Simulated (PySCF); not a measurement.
Cl₄HSi₂, SMILES Cl[Si](Cl)[SiH](Cl)Cl (connectivity only; charge and spin as stated), charge +1, multiplicity 1. Atoms are numbered in the order given.

```xyz
7

Cl     1.9098    -2.0422    -0.5559
Si     0.9748    -0.3004    -0.2431
Cl     2.1066     1.1523     0.5366
Si    -1.3977    -0.0236    -0.4649
Cl    -1.9101    -0.7706     1.3640
Cl    -1.6480     1.9762    -0.6674
H     -1.8686    -0.8312    -1.6030
```
Charge +1, spin multiplicity 1.

Coordinates come from a B3LYP-D3(BJ)/def2-SVP optimisation. The spin state was assumed, not searched. The isomer is the one that the SMILES or the coordinates give; other isomers of the formula were not compared. One conformer was computed; it need not be the lowest.

Two levels are set side by side: PBE/pcSseg-1 (PySCF) and KT2/pcSseg-1 (PySCF). GIAO shifts against HCl (³⁵Cl), TMS (²⁹Si), TMS (¹H) at the same level; non-relativistic, no solvent, atoms listed together averaged. Without spin–orbit terms, shifts of atoms bonded to Cl or Br come out too high at both levels. Differences are taken from unrounded values.

| quantity | KT2 | PBE | PBE minus KT2 |
|---|---|---|---|
| δ(²⁹Si) of Si2 (ppm) | 172.7 | 184.2 | 11.5 |
| δ(²⁹Si) of Si4 (ppm) | 18.5 | 18.8 | 0.3 |
| δ(¹H) of H7 (ppm) | 7.05 | 7.08 | 0.02 |

Rough cost on one machine, each run with all the roots and properties that it gave: KT2 against PBE within a factor of 2.
